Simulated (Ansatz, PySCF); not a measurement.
Stretching the Cd1–H2 bond in CdH3N (SMILES [NH2][CdH]) (multiplicity 1 held, fragments rigid). Energies count from the point at 1.656 Å.
Geometry at that point (charge 0, multiplicity 1):
```xyz
5

Cd    -0.193    -0.041    -0.227
H     -1.209    -0.236    -1.520
N      1.162     0.268     1.250
H      1.499    -0.576     1.699
H      0.850     0.890     1.987
```

R- and RO- levels are restricted; in cc, def2 and unpolarised 6-31G sets they are followed outwards from rest. U- levels take the lowest unrestricted solution at each point, which mixes spins at long bonds. Curves can end on different states.

Rows in LANL2DZ carry no dispersion term and start afresh at each structure. LANL2DZ brings its own core potentials from Na on.

Programs: Ansatz (a program for electronic structure) with Gaussian orbitals; PySCF for LANL2DZ rows. Each number belongs to the level named beside it. In def2 rows elements past Kr take small-core potentials, without spin–orbit coupling.

Problem. One of these levels gives 78.26 kcal/mol for the energy at R = 5.299 Å. Which one is it?
A) U-wB97X-V/def2-TZVPP
B) R-B3LYP/LANL2DZ
C) R-wB97X-V/def2-TZVPP
D) U-HF/LANL2DZ

Solution. A, U-wB97X-V/def2-TZVPP. The others give 52.11 (U-HF/LANL2DZ), 100.24 (R-B3LYP/LANL2DZ), 136.25 (R-wB97X-V/def2-TZVPP)

Doubts at one or more of the structures used: a spin-contaminated determinant (U-HF/LANL2DZ, U-wB97X-V/def2-TZVPP); a restricted determinant that unrestricted orbitals would lower (R-wB97X-V/def2-TZVPP).
